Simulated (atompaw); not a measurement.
u(r) = r·R(r): atom against pseudo-atom (Mn (Z = 25))

Columns: radius, all-electron u(r) and pseudo u(r) of the 3s shell (level -89.80 eV) of manganese in the configuration [Ne] 3s2 3p6 3d5 4s1.5 4p0; PBE, scalar-relativistic, PAW (atompaw) scheme, atompaw 4.2.0.5.

```csv
r (bohr),all-electron,pseudo
0.081,-0.0155,0.2849
0.162,-0.6002,0.5535
0.242,-0.5380,0.7887
0.323,-0.1208,0.9854
0.404,0.3579,1.1335
0.485,0.7527,1.2309
0.565,1.0173,1.2793
0.646,1.1631,1.2855
0.727,1.2104,1.2560
0.808,1.1876,1.1988
0.888,1.1208,1.1217
0.969,1.0276,1.0276
1.050,0.9226,0.9226
1.131,0.8153,0.8153
1.212,0.7116,0.7116
1.292,0.6163,0.6163
1.373,0.5287,0.5287
1.454,0.4507,0.4507
1.535,0.3822,0.3822
1.615,0.3233,0.3233
1.696,0.2720,0.2720
1.777,0.2282,0.2282
1.858,0.1908,0.1908
1.938,0.1596,0.1596
2.019,0.1330,0.1330
2.100,0.1106,0.1106
```

(1) How many radial nodes do the two functions have?

(2) At about which radius was the pseudo-wave matched?

(3) Is the pseudo-wave norm-conserving?

Results:

(1) The all-electron 3s function has n − l − 1 = 2 (the table is too coarse to show those close to the nucleus); the pseudo-wave has 0, since the states of the same l below it are removed with the core.

(2) 0.95 bohr, where the columns begin to agree (steps of 0.08 bohr).

(3) No, it belongs to a PAW set: the norm inside the radius is not constrained, and the difference is carried by the augmentation charge.
